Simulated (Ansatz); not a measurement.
Species: sum formula H$_{2}$SiO, charge -1, multiplicity 2. 
Coordinates optimised at B3LYP-D3(BJ)/def2-TZVP (Ansatz, an electronic-structure program):
```xyz
4

Si     0.0726    -0.4186     0.2054
O     -0.1823     1.0518    -0.2965
H     -0.9450    -1.4787    -0.2515
H      1.3873    -1.0747    -0.2522
```
Charge -1, spin multiplicity 2.

Basis-set convergence of Hartree-Fock and CCSD correlation energies (hartree) with Ansatz. Valence correlation only, unless marked. UHF or UKS for open shells. Spin-orbit coupling is left out. Non-relativistic.

```
basis        functions       E(HF)  E(corr, CCSD)
-----------  ---------  ----------  -------------
def2-SVPD           63  -364.80028       -0.32447
def2-TZVPPD        122  -364.99882       -0.38463
def2-QZVPPD        208  -365.01146       -0.40764
```

Extrapolating the two largest sets (X = 3 and 4) as X^-3: E(corr) = (64·(-0.40764) - 27·(-0.38463))/37 = -0.4244 Eh, an estimate of the basis-set limit. The largest set recovers 96.0 % of it, the smallest 76.4 %.
